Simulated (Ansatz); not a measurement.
Rb₂H₂. Total charge 0; triplet. Geometry r2SCAN-D4/def2-TZVP; atoms count from 1.

```csv
atom,x (Å),y (Å),z (Å)
Rb1,-1.3726,-0.4744,-4.7352
Rb2,1.3726,0.4744,4.7352
H3,0.2483,0.2592,-0.0979
H4,-0.2483,-0.2591,0.0979
```

In the def2 sets Rb takes a core potential; there is no spin–orbit coupling. In the triplet geometry the species has come apart into loosely held pieces. In the triplet, H3 and H4 lie 0.74 Å apart (atoms count from 1), so H2 has formed as a molecule. At PBE0-D4/def2-TZVP a singlet of charge 0 lies 0.11 eV below the triplet, each at its own geometry. The structure comes from a short search, and lower isomers may exist.

Q: Estimate the Mulliken populations from the PBE0/def2-TZVP orbitals of Ansatz.

A: 
| atom | charge (e) | spin (α − β) |
| --- | --- | --- |
| Rb1 | 0.00 | 1.00 |
| Rb2 | 0.00 | 1.00 |
| H3 | 0.00 | 0.00 |
| H4 | 0.00 | 0.00 |
Mulliken values depend strongly on the basis.

Q: Where does the spin sit?

A: Summed by element: Rb 2.00, H 0.00, of 2 unpaired in all. Largest on single atoms: Rb1 1.00, Rb2 1.00, H3 0.00.
